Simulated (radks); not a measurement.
Task: All-electron atom: Ca III in [Ne] 3s2 3p5.75 3d0.25 (fractional occupations, a model configuration). All-electron calculation, scalar-relativistic Kohn-Sham, OLYP, spin-polarised, spherical densities, finite nucleus; open shells are filled with parallel spins first; Fermi nuclear charge, rms radius 3.4776 fm. Program: a radial shooting solver on a logarithmic mesh with Libxc functionals. Some entries of the table are withheld. Estimate them.

orbital  occ.  eigenvalue (eV)  <r> (bohr)  <1/r> (bohr^-1)
1s up       1        -3966.074     0.07685            19.74
1s down     1        -3966.002     0.07685            19.74
2s up       1        -431.9073      0.3636            4.054
2s down     1        -431.8016      0.3635            4.054
2p up       3        -352.3126      0.3271            3.954
2p down     3        -352.1784      0.3271            3.955
3s up       1         -63.2984       1.147            1.215
3s down     1         -62.7008       1.148            1.214
3p up       3         -43.9875       1.250            1.090
3p down  2.75         -43.4120       1.253            1.087
3d up    0.25         -16.5999       1.747           0.7561
3d down     0         -16.2071       1.782           0.7442
4s up       0         -15.4978         (1)           0.3975
4s down     0         -15.4932         (2)           0.4012
4p up       0         -11.7894       3.761           0.3449

Result: 
(1) 4s up <r> (bohr): 3.269
(2) 4s down <r> (bohr): 3.231
